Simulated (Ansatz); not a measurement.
Ansatz results at the PBE0-D4/def2-TZVP geometry: LUMO energy (PBE0/def2-TZVPP) 0.53 eV; LUMO energy (ωB97M-V/def2-TZVPP) 2.17 eV; HOMO–LUMO gap (ωB97M-V/def2-TZVPP) 10.52 eV.

Each molecule was computed in one conformer, which needn't be the lowest.

Question: Which molecule gave them?
A. `O[SiH]1C=C1S`
B. `Cl[BH][GaH2]`
C. `CO/C=C(\O)Cl`
D. `CCC[SiH2]Cl`

Answer: C. The others give `CCC[SiH2]Cl`: 0.46, 2.19, 12.83; `Cl[BH][GaH2]`: -2.04, -0.13, 9.37; `O[SiH]1C=C1S`: -0.30, 1.79, 10.85.
